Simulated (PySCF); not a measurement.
# Ionisation energy of S⁺ by level of theory

S⁺ [Ne] 3s2 3p3 (4S) → S²⁺ [Ne] 3s2 3p2 (3P), as a difference of total energies. Calculation: PySCF 2.14, in def2-SVP; no relativity, point nucleus. Correlated levels: valence: [Ne] frozen. The calculations carry no spin-orbit coupling.

Order these methods by the ionisation energy they give, lowest first.
A. r2SCAN
B. SCS-MP2 (valence)
C. CCSD(T) (valence)
D. MP2 (valence)

B (23.050 eV), C (23.115 eV), D (23.201 eV), A (23.593 eV).

The reference lies between the lowest fine-structure levels, while these numbers refer to the centres of the terms.

Errors of the correlated levels include the incompleteness of this basis and the frozen core.

For comparison: 23.338 eV (measured; NIST Atomic Spectra Database, ionization energies).
